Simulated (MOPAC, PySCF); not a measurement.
H2Cl2Ge, SMILES `[Cl][GeH2][Cl]`, neutral singlet in the gas phase. 

Z-matrix (Å, degrees):
```
Ge
H 1 1.5225
H 1 1.5225 2 115.78
Cl 1 2.1418 2 108.17 3 -121.53
Cl 1 2.1418 2 108.17 3 121.53
```
Charge 0, spin multiplicity 1.

All levels are single points at this geometry (CAM-B3LYP-D3(BJ)/def2-TZVP); Pople sets use spherical d functions. Orbital energies aren't observables, and empty levels follow the basis.

PBE/6-31G* in PySCF gives dipole (D) = 2.12.

Problem. Estimate the dipole (D) from each of these levels: CAM-B3LYP-D3(BJ)/def2-TZVP in PySCF; TPSSh-D3(BJ)/def2-TZVP in PySCF; B3LYP/3-21G in PySCF; B3LYP/6-311+G** (LANL2DZ on Ge) in PySCF; B3LYP/6-31G* in PySCF; B3LYP/LANL2DZ in PySCF; M06-2X/6-31G* in PySCF; SVWN5/6-31G* in PySCF; AM1 in MOPAC; PM3 in MOPAC; PM6 in MOPAC; PM7 in MOPAC.

Solution. 
```csv
level,dipole (D)
CAM-B3LYP-D3(BJ)/def2-TZVP in PySCF,2.03
TPSSh-D3(BJ)/def2-TZVP in PySCF,1.92
B3LYP/3-21G in PySCF,2.92
B3LYP/6-311+G** (LANL2DZ on Ge) in PySCF,2.48
B3LYP/6-31G* in PySCF,2.22
B3LYP/LANL2DZ in PySCF,2.90
M06-2X/6-31G* in PySCF,2.37
SVWN5/6-31G* in PySCF,2.16
AM1 in MOPAC,2.74
PM3 in MOPAC,2.46
PM6 in MOPAC,3.05
PM7 in MOPAC,3.44
```
